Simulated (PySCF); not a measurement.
# Spin–spin coupling constants

Geometry:
```
atom   x (Å)   y (Å)   z (Å)
  C1   2.625  -0.168  -0.357
  N2   1.594   0.534   0.365
  C3   0.256   0.244   0.208
  C4  -0.233  -0.481  -0.880
  C5  -1.592  -0.691  -1.026
  C6  -2.491  -0.196  -0.098
  C7  -2.014   0.522   0.988
  C8  -0.661   0.740   1.141
  H9   3.595   0.211  -0.040
 H10   2.598  -1.252  -0.189
 H11   2.520   0.021  -1.427
 H12   1.848   0.823   1.298
 H13   0.447  -0.883  -1.615
 H14  -1.951  -1.255  -1.876
 H15  -3.549  -0.370  -0.215
 H16  -2.702   0.912   1.723
 H17  -0.296   1.302   1.990
```

Couplings: B3LYP/pcJ-1 (spin–dipole term only in couplings to heteroatoms) in PySCF 2.14, geometry GFN2-xTB; gas phase, one conformer, non-relativistic. Couplings are averaged over pairs made equivalent by symmetry, fast rotation or ring inversion, so a value needn't be that of the named pair in this geometry, while other rotamers aren't included; one pair stands for each set, and the list holds a selection of those of at least 1.5 Hz over up to four bonds.

Isotopes: 13C, 1H, 15N.

```json
{"pair": "C1, N2", "bonds": "1", "J (Hz)": "-11.2"}
{"pair": "C1, H9", "bonds": "1", "J (Hz)": "?"}
{"pair": "N2, C3", "bonds": "1", "J (Hz)": "-15.2"}
{"pair": "N2, H12", "bonds": "1", "J (Hz)": "-89.1"}
{"pair": "C3, C4", "bonds": "1", "J (Hz)": "68.2"}
{"pair": "C4, C5", "bonds": "1", "J (Hz)": "?"}
{"pair": "C4, H13", "bonds": "1", "J (Hz)": "159.6"}
{"pair": "C5, C6", "bonds": "1", "J (Hz)": "62.6"}
{"pair": "C5, H14", "bonds": "1", "J (Hz)": "161.9"}
{"pair": "C6, H15", "bonds": "1", "J (Hz)": "?"}
{"pair": "C1, H12", "bonds": "2", "J (Hz)": "?"}
{"pair": "N2, C4", "bonds": "2", "J (Hz)": "-2.9"}
{"pair": "C4, C8", "bonds": "2", "J (Hz)": "1.9"}
{"pair": "C4, H14", "bonds": "2", "J (Hz)": "2.0"}
{"pair": "H9, H10", "bonds": "2", "J (Hz)": "-12.6"}
{"pair": "N2, H13", "bonds": "3", "J (Hz)": "?"}
{"pair": "C3, C6", "bonds": "3", "J (Hz)": "7.9"}
{"pair": "C3, H9", "bonds": "3", "J (Hz)": "3.6"}
{"pair": "C4, C7", "bonds": "3", "J (Hz)": "?"}
{"pair": "C4, H12", "bonds": "3", "J (Hz)": "4.9"}
{"pair": "C4, H15", "bonds": "3", "J (Hz)": "8.1"}
{"pair": "C4, H17", "bonds": "3", "J (Hz)": "5.7"}
{"pair": "C5, H16", "bonds": "3", "J (Hz)": "?"}
{"pair": "H9, H12", "bonds": "3", "J (Hz)": "5.8"}
{"pair": "H14, H15", "bonds": "3", "J (Hz)": "8.4"}
{"pair": "H13, H17", "bonds": "4", "J (Hz)": "?"}
```

Problem. Estimate the withheld couplings, with signs.

Solution. 
- 1J(C1,H9) = 140.0 Hz (bond length 1.088 Å, sp3 carbon)
- 1J(C4,C5) = 66.3 Hz (bond length 1.382 Å)
- 1J(C6,H15) = 164.8 Hz (bond length 1.080 Å, sp2 carbon)
- 2J(C1,H12) = 2.7 Hz (angle at N2 115°)
- 3J(N2,H13) = -2.3 Hz (dihedral angle 3°)
- 3J(C4,C7) = 7.1 Hz
- 3J(C5,H16) = 8.5 Hz (dihedral angle 180°)
- 4J(H13,H17) = 2.3 Hz
